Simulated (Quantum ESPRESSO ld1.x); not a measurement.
Problem. All-electron atom: the copper ion Cu+ in [Ar] 3d10. Calculated with ld1.x of Quantum ESPRESSO 7.5: scalar-relativistic Kohn-Sham, LDA (Slater exchange, Perdew-Wang correlation), spin-polarised, spherical densities, point nucleus. Some entries of the table are withheld. Estimate them.

orbital,occ.,eigenvalue (hartree),<r^2> (bohr^2)
1s,2,-324.940,(1)
2s,2,-39.2785,(2)
2p,6,-33.9887,(3)
3s,2,-4.51415,0.5903
3p,6,-2.96743,0.6691
3d,10,-0.51474,1.417
4s,0,-0.44656,7.513
4p,0,-0.24355,13.17
4d,0,(4),69.02
4f,0,-0.03188,(5)

Solution. 
(1) 1s <r^2> (bohr^2): 0.003667
(2) 2s <r^2> (bohr^2): 0.06553
(3) 2p <r^2> (bohr^2): 0.05239
(4) 4d eigenvalue (hartree): -0.07028
(5) 4f <r^2> (bohr^2): 332.4
